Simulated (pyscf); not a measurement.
**•H₂C–CH(SiH₃)–Cl, doublet**

Gas-phase minimum from PySCF at ωB97X-D3(BJ)/def2-SVP, one conformer. •H₂C–CH(SiH₃)–Cl lies 62.4 kcal/mol over its isomer H₃C–Si•(CH₃)–Cl (electronic energy, ωB97M-D3(BJ)). 

SMILES: C(Cl)([SiH3])[CH2]
```xyz
10

C      0.6876     0.1344    -0.2555
C     -0.6233    -0.4771     0.0153
Si    -1.0400    -0.4811     1.8771
Cl    -0.6646    -2.2324    -0.4756
H      0.7607     1.1171    -0.7281
H      1.6012    -0.3768     0.0600
H     -1.4285     0.0220    -0.5444
H     -2.3556    -1.1438     2.0954
H     -1.1034     0.9281     2.3654
H      0.0393    -1.2135     2.5929
```
Charge 0, spin multiplicity 2.

Bonded distances (Å): C1–C2 1.472, C1–H5 1.093, C1–H6 1.093, C2–Si3 1.908, C2–Cl4 1.823, C2–H7 1.100, Si3–H8 1.489, Si3–H9 1.493, Si3–H10 1.488. Angles (°): C2–C1–H5 120.8, C2–C1–H6 119.8, H5–C1–H6 119.3, C1–C2–Si3 112.0, C1–C2–Cl4 111.8, C1–C2–H7 111.7, Si3–C2–Cl4 104.8, Si3–C2–H7 109.7, Cl4–C2–H7 106.4, C2–Si3–H8 109.7, C2–Si3–H9 109.1, C2–Si3–H10 108.2, H8–Si3–H9 109.5, H8–Si3–H10 110.6 (the first ones only).

Properties at ωB97X-D3(BJ)/def2-SVP:

```
Item                                                                                                                                                                                                                                                  Result
---------------------------------------------------------------------------------------------------------------------  -------------------------------------------------------------------------------------------------------------------------------------
Harmonic wavenumbers, unscaled                                                                                         130, 172, 207, 247, 342, 514, 552, 639, 689, 766, 936, 955, 963, 972, 1133, 1151, 1278, 1445, 2255, 2273, 2283, 3137, 3178, 3302 cm⁻¹
Zero-point energy                                                                                                                                                                                                                              42.2 kcal/mol
Rotational symmetry number                                                                                                                                                                                                                                 1
Entropy of this conformer at 298 K and 1 atm, rigid rotor and harmonic oscillator, modes under 100 cm⁻¹ raised to 100                                                                                                                        336.5 J/(mol K)
Dipole moment                                                                                                                                                                                                                                         1.72 D
Spin expectation value S2                                                                                                                                                                                                                              0.755
```

Single-point totals, which compare only within one level:

```csv
level,total energy (hartree)
ωB97X-D3(BJ)/def2-TZVP,-829.57628
PBE/def2-TZVP,-829.04163
r²SCAN/def2-TZVP,-829.39161
B3LYP-D3(BJ)/def2-TZVP,-829.55445
PBE0-D3(BJ)/def2-TZVP,-829.13064
M06-2X/def2-TZVP,-829.41353
ωB97M-D3(BJ)/def2-TZVP,-829.60673
```

Soft torsions are taken as harmonic, which can shift the entropy by several J/(mol K).
